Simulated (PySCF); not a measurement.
C3H13NSi2, SMILES C[SiH2]N[C@H](C)[SiH3]. Geometry optimised at B3LYP-D3(BJ)/def2-SVP. The structure was generated by enumeration; whether it is a known compound was not checked. Other conformers were not sampled.

Computed equilibrium geometry at B3LYP-D3(BJ)/def2-SVP (PySCF confirms it by a frequency run) as a Z-matrix (one conformer of several):
```
N
H 1 1.0186
C 1 1.4623 2 111.82
H 3 1.1081 1 107.77 2 50.48
C 3 1.5384 4 107.68 1 122.67
H 5 1.1022 3 111.08 4 177.31
H 5 1.1027 6 108.04 3 123.08
H 5 1.1037 6 107.45 7 115.97
Si 1 1.7434 2 114.20 3 -154.44
H 9 1.4928 1 108.41 2 -151.53
H 9 1.5013 10 106.32 1 123.88
C 9 1.8792 10 111.19 11 118.33
H 12 1.1013 9 110.89 10 60.69
H 12 1.1018 13 108.33 9 121.52
H 12 1.1025 13 108.28 14 116.34
Si 3 1.9125 4 102.79 1 -119.70
H 16 1.4899 3 111.10 4 64.11
H 16 1.4925 17 109.43 3 -123.13
H 16 1.4933 17 109.29 18 -118.30
```
